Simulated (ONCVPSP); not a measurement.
**What one change does to a pseudopotential (Ni (Z = 28), ONCV)**

* Element: nickel
* Generator: ONCVPSP 4.0.1
* Type: optimised norm-conserving Vanderbilt (ONCV)
* Functional: PBE
* Relativity: scalar-relativistic
* Frozen core: [Ne]
* Valence charge: 18
* Reference configuration: 3s2 3p6 3d8 4s1 (charge +1)
* Partial waves: 3s+4s: rc 1.15 bohr, ncon 3, nbas 7, qcut 8.5 1/bohr, 2 projectors; 3p: rc 1.15 bohr, ncon 4, nbas 8, qcut 11.4 1/bohr, 2 projectors, debl 3.8 Ha; 3d: rc 1.10 bohr, ncon 4, nbas 8, qcut 12.2 1/bohr, 2 projectors, debl 1.7 Ha
* Local potential: polynomial inside 1.10 bohr (lpopt 5, dvloc0 -1 Ha)
* Core correction: Teter function, fcfact 3, rcfact 1.4

Change: d: qcut 18.4.

Cutoffs: the cutoffs (Ha) at which the residual kinetic energy of the hardest occupied pseudo-wave falls to 1 and 0.1 mHa per electron; they do not see the model core or the augmentation charge, which bear on the density cutoff. Errors are all-electron minus pseudo energies relative to the spin-unpolarised reference configuration.

**Question.** What does the change do?

**Answer.** The potential gets harder (68 Ha and 98 Ha → 99 Ha and 114 Ha); of the 4 tests that both files solve, the error grows in 0 and shrinks in 1 by more than 15 % and 0.3 meV (median size 0.9 → 0.9 meV); neither file shows a bound ghost. The waves are optimised to have the least kinetic energy above qcut, so the cutoff follows it (qcut²/2 in Ha).

```tsv
quantity	base	changed
cutoff, loose	68 Ha	99 Ha
cutoff, tight	98 Ha	114 Ha
loose cutoff by channel	s 27 Ha, p 42 Ha, d 68 Ha	s 27 Ha, p 42 Ha, d 99 Ha
bound ghosts	none	none
GHOST(+) flags under 300 eV	none	none
error for 3s2 3p6 3d8 4s2, meV [ΔE -9.32 eV]	+1.2	+1.1
error for 3s2 3p6 3d8 4s0, meV [ΔE 17.35 eV]	-0.5	-0.7
error for 3s2 3p6 3d7 4s0, meV [ΔE 54.82 eV]	+3.1	-2.1
error for 3s2 3p6 3d8 4s0 4p2, meV [ΔE 0.18 eV]	0.0	0.0
s: phases at 1.17 bohr within 0.05 rad from the reference energy up to (Ha; the scan ends near 5)	to the end of the scan	to the end of the scan
p: phases at 1.17 bohr within 0.05 rad from the reference energy up to (Ha; the scan ends near 5)	to the end of the scan	to the end of the scan
d: phases at 1.12 bohr within 0.05 rad from the reference energy up to (Ha; the scan ends near 5)	to the end of the scan	to the end of the scan
rms error of d²Exc/dni dnj with the model core, mHa	1.43	1.46
```
